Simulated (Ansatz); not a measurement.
Two structures of ZnAsH5O, singlet, reached by relaxing down either side of one saddle point (PBE0-D4/def2-TZVP). Energies are electronic, without zero-point energy. Ansatz 0.2.0; basis: def2-TZVPP and def2-QZVPP; cores frozen in the correlated methods. The 3s and 3p shells of Cu and Zn are frozen; filled d shells are correlated. The def2 sets are not built for correlating such inner shells, so the correlated values are less sure here. Extrapolation: Hartree–Fock as exp(−7.88 √X), correlation as X^−2.97. First:

```xyz
8
angstrom
Zn -0.6490 -1.2878 -0.9015
H 0.0535 -2.2487 -1.8593
O -1.7720 -0.3381 0.1479
H 2.5301 1.0764 0.2841
As 1.0697 0.6639 0.2903
H -2.6933 -0.6009 0.1499
H 0.5312 2.0617 0.0943
H 0.9299 0.6735 1.7945
```

Second:

Zn1  (-0.378, 0.064, 0.137)
H2  (0.597, -2.040, -1.414)
O3  (-1.576, -1.150, -0.399)
H4  (1.321, -1.847, -1.435)
As5  (1.318, 1.571, 0.769)
H6  (-2.485, -0.999, -0.136)
H7  (0.466, 2.747, 0.301)
H8  (0.737, 1.655, 2.177)
(Å)

Question: Which bonds change from the first to the second?

Answer: ZnH₂O ([OH][ZnH]) + AsH₃ → ZnAsH₃O ([OH][Zn][AsH2]) + H₂; bonds formed: H2–H4; dative contacts that become bonds: Zn1–As5; bonds broken: Zn1–H2, H4–As5.

Question: Give the saddle point's structure and its height above each. (Judge from chemistry; the value comes from the calculation.)

Answer: Computed: 40.71 kcal/mol above the first and 49.48 kcal/mol above the second (CCSD(T) at an estimated basis limit (MP2 extrapolated from triple and quadruple zeta, plus CCSD(T) − MP2 in triple zeta)).
```
8
angstrom
Zn -0.7739 -0.5897 -0.1159
H 0.7495 -0.8338 -0.9785
O -2.4547 -1.1422 0.1982
H 1.5757 -0.3420 -0.3893
As 1.1095 0.8999 0.6836
H -2.7953 -1.7832 -0.4284
H 0.9366 1.7654 -0.5492
H 1.6526 2.0255 1.5798
```

T1 diagnostic: at most 0.016.

Labels in which every atom is bracketed show which atoms are joined, not bond orders.

For scale, one of the runs: CCSD(T)/def2-TZVPP, 213 basis functions, launched by `ansatz run in.yaml --threads 8 --pin off --events-out ev --progress --plain --max-ram 19148MiB`. The run took 66 s on 8 CPU threads of an Arm Neoverse V1 (shared host), with 3.1 GiB of host memory at its peak.
